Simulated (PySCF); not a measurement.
Neon: a sound run and one with changed settings

Sound run: Ne⁺ [He] 2s2 2p5, Ne²⁺ [He] 2s2 2p4. Calculation: PySCF 2.14, in aug-cc-pVDZ-DK (4s3p2d, 23 functions); the spin-free X2C one-electron Hamiltonian (Gaussian nucleus). In the sound run the correlated levels freeze 1s2. The sound run starts from symmetry-adapted Hartree-Fock orbitals and uses a fine grid where one is needed.

Changed run: basis STO-3G, all-electron and non-relativistic. This setting is unsound on purpose.

```json
{"species": "Ne⁺", "method": "UHF", "sound run (hartree)": "-127.90409", "changed run (hartree)": "-126.06147", "converged": "yes"}
{"species": "Ne⁺", "method": "PBE0", "sound run (hartree)": "-128.16692", "changed run (hartree)": "-126.27184", "converged": "yes"}
{"species": "Ne⁺", "method": "B3LYP", "sound run (hartree)": "-128.26581", "changed run (hartree)": "-126.34172", "converged": "yes"}
{"species": "Ne⁺", "method": "MP2", "sound run (hartree)": "-128.04633", "changed run (hartree)": "-126.06147", "converged": "yes"}
{"species": "Ne²⁺", "method": "UHF", "sound run (hartree)": "-126.45984", "changed run (hartree)": "-124.57400", "converged": "yes"}
{"species": "Ne²⁺", "method": "PBE0", "sound run (hartree)": "-126.65807", "changed run (hartree)": "-124.73450", "converged": "yes"}
{"species": "Ne²⁺", "method": "B3LYP", "sound run (hartree)": "-126.74626", "changed run (hartree)": "-124.79969", "converged": "yes"}
{"species": "Ne²⁺", "method": "MP2", "sound run (hartree)": "-126.55750", "changed run (hartree)": "-124.57400", "converged": "yes"}
```

Ionisation energy of Ne⁺:

| method | sound run (eV) | changed run (eV) |
| --- | --- | --- |
| UHF | 39.300 | 40.476 |
| PBE0 | 41.058 | 41.833 |
| B3LYP | 41.349 | 41.961 |
| MP2 | 40.513 | 40.476 |
| SCS-MP2 | 40.461 | 40.476 |

A minimal basis cannot let orbitals breathe on ionisation and holds almost no correlation. The Hamiltonian changed with the basis, so the totals do not compare.

For comparison, NIST gives 40.963 eV between the lowest levels.
